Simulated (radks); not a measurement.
Initial-state core-level shifts of the zirconium ion Zr+ when its valence configuration changes from [Kr] 4d2 5s1. All-electron calculation, scalar-relativistic Kohn-Sham, r2SCAN, spin-polarised, spherical densities, finite nucleus; open shells are filled with parallel spins first (spin-orbit coupling, left out, can overturn this in heavy ions); meta-GGA in the generalised Kohn-Sham scheme; Fermi nuclear charge, rms radius 4.2694 fm. Program: a radial shooting solver on a logarithmic mesh with Libxc functionals. Shifts are changes of the shell-averaged eigenvalues in eV (positive: less bound); the change of the density at the nucleus, which sets a Mossbauer isomer shift, is in e/bohr^3, on a base of 7.605e+04.

| valence | 1s | 2s | 2p | 3p | density at nucleus |
|---|---|---|---|---|---|
| 4d2 5p1 | -1.188 | -1.163 | -1.163 | -1.172 | -11.752 |
| 4d1 5s1 5p1 | -4.537 | -4.780 | -4.770 | -4.713 | +2.996 |
| 4d1 5p2 | -5.719 | -5.946 | -5.935 | -5.881 | -9.122 |
| 4d1 5s2 | -3.586 | -3.824 | -3.814 | -3.752 | +14.034 |
| 4d2 5s0.5 5p0.5 | -0.602 | -0.590 | -0.590 | -0.595 | -6.063 |
| 4d2.5 5s0.5 | +1.566 | +1.680 | +1.675 | +1.656 | -7.049 |
| 4d1.5 5s1.5 | -1.793 | -1.903 | -1.899 | -1.873 | +6.353 |
| 5s1 5p2 | -9.335 | -9.879 | -9.856 | -9.693 | +7.112 |
| 4d3 | +3.067 | +3.287 | +3.277 | +3.245 | -13.577 |
